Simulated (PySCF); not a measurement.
One molecule, one basis, several functionals.

CH7AlAsN.
Cartesian coordinates in Å at the PBE0-D3(BJ)/def2-SVP level; atoms count from 1:
```xyz
11
CH7AlAsN angstrom
C      1.7910   -0.6417   -1.3634
N      1.3365   -0.2330   -0.2780
Al     0.7143    0.3478    1.2890
As    -1.8432    0.3215    0.3600
H      1.1519   -0.8673   -2.2499
H      2.8770   -0.8174   -1.5424
H      0.8407    1.9088    1.5669
H      0.5552   -0.7476    2.4317
H     -2.2475   -1.0364   -0.1701
H     -3.2125    0.7141    0.8887
H     -1.9580    1.0536   -0.9585
```

PySCF, def2-SVPD basis, density fitting, gas phase, PBE0-D3(BJ)/def2-SVP geometry; singlet excitations by full TDDFT with frozen cores, triplets by Tamm–Dancoff TDDFT and ionisation energies by ΔSCF, from the lowest of the holes tried. One functional is left out:

```csv
functional,exact exchange (%),HOMO energy (eV),LUMO energy (eV),lowest singlet excitation (eV),lowest triplet excitation (eV),dipole moment (D),mean polarisability (au),vertical ionisation energy (eV)
LDA,0,-4.97,-1.96,3.22,2.79,2.962,98.4,8.02
PBE,0,-4.87,-1.73,3.32,2.80,2.920,96.2,7.87
PBE0,25,-6.07,-0.58,3.42,2.86,3.128,90.5,7.96
BHandHLYP,50,-7.27,0.40,3.51,2.99,3.166,86.1,7.90
```

Predict the row of B3LYP (20 % exact exchange) by straight lines through the other rows, and check it.

```csv
property,line,computed,computed − line,"PBE0 (25 %), for comparison"
HOMO energy (eV),-5.85,-5.89,-0.04,-6.07
LUMO energy (eV),-0.91,-0.83,+0.08,-0.58
lowest singlet excitation (eV),3.37,3.41,+0.04,3.42
lowest triplet excitation (eV),2.86,2.91,+0.05,2.86
dipole moment (D),3.050,2.983,-0.067,3.128
mean polarisability (au),92.5,91.1,-1.4,90.5
vertical ionisation energy (eV),7.94,8.04,+0.10,7.96
```

Which of these properties follows the share of exact exchange most closely, and which least?

Most closely the HOMO energy, least the vertical ionisation energy; the correlations over the tabulated rows are HOMO energy -0.999, LUMO energy 0.994, lowest triplet excitation 0.984, mean polarisability -0.981, dipole moment 0.943, lowest singlet excitation 0.938, vertical ionisation energy -0.275. The HOMO energy moves by -0.469 eV for every 10 %. Functionals with the same share still differ in their other parts: at 0 % LDA and PBE differ by 0.10 eV in it.
